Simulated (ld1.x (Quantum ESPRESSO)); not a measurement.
# Be TM: all-electron and pseudo phase curves

ld1.x (Quantum ESPRESSO) 7.5 input, shortened:

```
&input
   title='Be', zed=4., rel=1, dft='PBE', iswitch=3,
   config='[He] 2s2 2p0'
 /
 &inputp
   pseudotype=2, tm=.true., lloc=0,
   nlcc=.false.
 /
2
2P  2  1   0.00   0.00  4.20  4.20  0.0
2S  1  0   2.00   0.00  2.35  2.35  0.0
 &test
   configts(1)='2s2 2p0'
 /
```

The phase is arctan(r·u′/u) with u = r·R(r), unwrapped; energies in Ry, scanned from -2 to 5 Ry. A pole is an energy at which the radial function vanishes at the test radius. The pseudo phase is shifted by a multiple of π to meet the all-electron one at the reference energy, and phase errors are pseudo minus all-electron; the curves can meet again beyond the range given. Levels narrower than the energy grid can be missing from the lists of poles.

```tsv
channel	radius (bohr)	reference energy (Ry)	poles, all-electron	poles, pseudo	unbroken range about the reference energy with phases within 0.05 rad	phase error 1 Ry above the reference energy (rad)
s	4.57	-0.41	-0.32, 1.46, 4.32	-0.32, 1.40, 3.88	below 0.4	-0.060
p	4.57	-0.15	-0.00, 1.51, 4.03	-0.00, 1.74, 4.94	below 0.4	+0.194
```

Phases in the s channel:

```
E (Ry)  all-electron  pseudo
 -2.00         1.407   1.407
 -1.52         1.377   1.377
 -1.04         1.319   1.319
 -0.56         0.943   0.943
 -0.08        -1.809  -1.810
  0.40        -2.607  -2.649
  0.88        -4.467  -4.486
  1.36        -4.687  -4.701
  1.84        -4.795  -4.822
  2.32        -4.964  -5.120
  2.80        -6.656  -7.466
  3.28        -7.669  -7.758
  3.76        -7.790  -7.839
  4.24        -7.846  -7.897
  4.72        -7.892  -7.976
```
